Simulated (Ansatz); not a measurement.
Basis sets compared for Mn(SH)2 (MnH₂S₂). The state is a sextet with charge 0. Geometry PBE-D4/def2-TZVP. Ansatz on 2 threads of Intel Xeon 6975P-C on a shared host; times are rough, and most runs start from earlier orbitals.

```xyz
5

Mn    0.064    0.272    0.338
S     1.716    1.250   -0.843
H     2.250    0.067   -1.243
S    -1.606   -0.789    1.415
H    -2.424   -0.799    0.332
```

The 6-31G sets use Cartesian d functions. B3LYP takes the VWN-RPA correlation.

Binding counts from free atoms (Mn sextet, S triplet, H doublet) in the same basis, without a counterpoise term.

| level | functions | energy (Eh) | HOMO (eV) | LUMO (eV) | binding per atom (eV) | wall time |
| --- | --- | --- | --- | --- | --- | --- |
| HF/STO-3G | 38 | -1925.2800 | -6.41 | 6.31 | 2.38 | 0.2 s |
| HF/6-31G | 59 | -1945.9279 | -10.11 | 0.17 | 1.45 | 0.4 s |
| HF/def2-TZVP | 131 | -1946.1875 | -9.88 | 0.73 | 1.84 | 1.7 s |
| PBE-D4/def2-SVP | 77 | -1947.6761 | -5.62 | -3.83 | 2.81 | 1.1 s |
| PBE-D4/def2-TZVP (with forces) | 131 | -1948.1239 | -5.93 | -4.01 | 2.86 | 2.2 s |
| PBE-D4/def2-TZVPD | 158 | -1948.1274 | -6.04 | -4.09 | 2.87 | 2.1 s |
| r2SCAN-D4/def2-TZVP | 131 | -1948.6344 | -6.24 | -3.35 | 2.83 | 3.8 s |
| r2SCAN-D4/def2-TZVPD | 158 | -1948.6369 | -6.31 | -3.41 | 2.84 | 4.8 s |
| B3LYP-D4/6-31G | 59 | -1948.5072 | -7.01 | -3.55 | 2.39 | 1.1 s |
| B3LYP-D4/def2-TZVP | 131 | -1948.7701 | -6.92 | -3.24 | 2.69 | 2.6 s |
| PBE0-D4/def2-SVP | 77 | -1947.7766 | -6.95 | -2.58 | 2.70 | 1.4 s |
| PBE0-D4/def2-TZVP | 131 | -1948.2150 | -7.19 | -2.65 | 2.74 | 2.8 s |
| PBE0-D4/def2-TZVPD | 158 | -1948.2180 | -7.26 | -2.70 | 2.75 | 3.5 s |

Task: Estimate the rows for PBE0-D4/def2-QZVPP.

Result: 
| level | functions | energy (Eh) | HOMO (eV) | LUMO (eV) | binding per atom (eV) | wall time |
| --- | --- | --- | --- | --- | --- | --- |
| PBE0-D4/def2-QZVPP | 300 | -1948.2677 | -7.25 | -2.67 | 2.76 | 9.5 s |
